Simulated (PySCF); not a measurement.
# Dipole moment and polarisability of `C=CCC(=C)OC`

C6H10O.
Cartesian coordinates in Å at the GFN2-xTB level; atoms count from 1:
```
atom  x, y, z in Å
C1     2.1501    1.9184   -0.4922
C2     1.0701    1.2388   -0.8252
C3     0.9569   -0.2551   -0.7650
C4    -0.1591   -0.6459    0.1721
C5     0.0503   -1.0777    1.4086
O6    -1.3718   -0.4642   -0.4258
C7    -2.5257   -0.7110    0.3364
H8     2.1877    2.9933   -0.5456
H9     3.0491    1.4265   -0.1577
H10    0.1745    1.7482   -1.1548
H11    1.8952   -0.6949   -0.4292
H12    0.7131   -0.6326   -1.7615
H13    1.0518   -1.1771    1.7815
H14   -0.7385   -1.3443    2.0874
H15   -3.3695   -0.4719   -0.3089
H16   -2.5847   -1.7610    0.6401
H17   -2.5565   -0.0774    1.2284
```

Level: PBE0/def2-SVPD (PySCF), static field, nuclei fixed, core orbitals frozen in the response. The polarisability tensor in these axes (au):

```
x   88.19 11.25  0.91
y   11.25 74.89 -7.39
z    0.91 -7.39 72.74
```

Q: Diagonalise the tensor; give its mean and Δα, where Δα² is half the sum of the squared differences of the eigenvalues.

A: Principal values 63.32, 77.49 and 95.01 au; mean 78.61 au = 11.65 Å³ = 12.96 × 10⁻⁴⁰ C²·m²/J; Δα = 27.49 au (35 % of the mean).

Q: What is the dipole moment, and where does it point?

A: (-0.75, -0.30, 0.44) D, 0.92 D in size, pointing from the negative to the positive side. Measured along this direction, the outermost atoms are H9 and H8 at the negative end and H16 at the positive end.

Q: What molar refraction does this α imply?

A: Lorentz–Lorenz: R = (4π/3)N_A α = 2.5225 cm³/(mol·Å³) × 11.65 Å³ = 29.4 cm³/mol, in the limit of long wavelengths.

Q: Refractivity n − 1 of an ideal gas of it at 350 K and 1 atm, from the electronic α?

A: N = p/kT = 2.0968 × 10¹⁹ cm⁻³, so n − 1 = 2π × N × 11.65 × 10⁻²⁴ cm³ = 1535 × 10⁻⁶ at long wavelengths.

Q: Find the Langevin capture rate constant for H3+ (3.023 u) meeting this molecule (98.073 u), k = 2.342 × 10⁻⁹ cm³/s × √(α in Å³ / reduced mass in u).

A: The reduced mass is 2.93 u, so k = 4.67 × 10⁻⁹ cm³/s. The formula leaves out the permanent dipole, which adds to the capture rate.

One conformer (not necessarily the lowest) at the GFN2-xTB geometry, without solvent, vibrations or thermal averaging.

These values come from a run that also computed excited states. The run took 46 s on Intel Xeon Platinum 8488C, one thread, shared host, and the process peaked at 0.90 GiB of memory.
